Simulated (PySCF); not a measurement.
Molecule: `CCCC[NH+](C)C`, [C6H16N]+.

Bonds (- single, = double, # triple, : aromatic): C1-C2, C2-C3, C3-C4, C4-N5, N5-C6, N5-C7. C1 carries H8, H9, H10; C2 carries H11, H12; C3 carries H13, H14; C4 carries H15, H16; N5 carries H17; C6 carries H18, H19, H20; C7 carries H21, H22, H23. Formal charges: N5 +1.

Total charge +1.

Frames of a GFN2-xTB Langevin trajectory at 600 K; GIAO PBE0/pcSseg-1 shieldings in PySCF, gas phase, non-relativistic; equivalent atoms averaged within each frame.

δ = σ(ref) − σ, references computed at the same level: ¹³C (186.93 ppm) and ¹H (31.72 ppm) vs TMS; ¹⁵N (267.73 ppm) vs NH3. The references are static minima.

Q: How do the shifts (ppm) fluctuate along the trajectory?

A: 
```csv
time (fs),C4,C6/C7,C3,C2,C1,N5,H17,H18/H19/H20/H21/H22/H23,H15/H16,H13/H14
250,64.8,44.7,31.3,19.1,17.6,58.0,4.84,4.12,3.19,2.38
425,62.4,51.0,31.0,22.9,26.5,55.8,2.94,4.51,2.67,1.73
625,71.9,52.6,29.5,16.4,17.4,76.3,3.97,3.60,4.43,2.77
800,66.6,53.9,29.9,13.5,7.8,75.5,4.69,3.96,3.21,2.15
1000,65.3,51.1,34.7,24.8,17.5,82.7,7.08,3.57,3.75,1.82
mean of frames,66.2,50.7,31.3,19.3,17.3,69.7,4.71,3.95,3.45,2.17
standard deviation,3.5,3.6,2.0,4.6,6.6,12.0,1.53,0.39,0.67,0.42
```

5 frames give an uncertainty of the mean of about the standard deviation over 2.2 at best, since frames this close in time may not be independent; classical motion lacks zero-point vibration, and the reference would need the same averaging.
